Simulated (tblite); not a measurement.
H$_{3}$O$_{3}$Sn, charge +1, singlet, at a GFN2-xTB geometry (such geometries of metal compounds can be far from the true shape); GFN1-xTB in tblite 0.6.0.

tblite was given this input:
```
$ tblite run mol.xyz --method gfn1 --charge 1 --spin 0 --grad --json tblite.json --no-restart

# file mol.xyz
7

Sn     0.01942207    -0.00714062    -0.00442667
O      1.66959151    -0.37653129    -0.74188999
H      1.96586891     0.02064047    -1.58009050
O     -0.41583386    -0.82058025     1.57713738
H     -1.29042726    -0.62436406     1.96732707
O     -1.30459097     1.11447543    -0.66936652
H     -1.23987843     1.62184352    -1.49294988
```

Task: Write the output that tblite gives for this input, abridged.

Result: 
```
xTB calculator
 | screened Coulomb repulsion
 | Coulomb electrostatics
 |  * isotropic Klopman-Ohno-Mataga-Nishimoto electrostatics
 |  * onsite third-order electrostatics
 | DFT-D3(BJ) dispersion correction

halogen bonding energy    0.0000000000000E+00 Eh
repulsion energy          7.2702929104548E-02 Eh
dispersion energy        -1.5887565534412E-03 Eh
number of electrons       2.4000000000000E+01 e
integral cutoff           2.8182813135037E+01 bohr

------------------------------------------------------------
  cycle        total energy    energy error   density error
------------------------------------------------------------
      1     -17.45576808863  -1.7526882E+01   6.8612672E-01
      2     -17.62865126632  -1.7288318E-01   2.7570483E-01
      3     -17.63642173108  -7.7704648E-03   8.8473891E-02
      4     -17.63610117439   3.2055670E-04   2.1640026E-02
      5     -17.63678375553  -6.8258115E-04   9.4254722E-03
      6     -17.63691670087  -1.3294533E-04   8.7601948E-04
      7     -17.63691729556  -5.9469374E-07   2.6065463E-04
      8     -17.63691749210  -1.9654045E-07   4.1134831E-05
      9     -17.63691749356  -1.4636150E-09   5.1292977E-06
------------------------------------------------------------

electronic energy        -1.7708031666116E+01 Eh
total energy             -1.7636917493565E+01 Eh

Post processing:
 | Mayer-Wiberg bond orders

[Info] Tight-binding results written to 'tblite.txt'
[Info] JSON dump of results written to 'tblite.json'
```
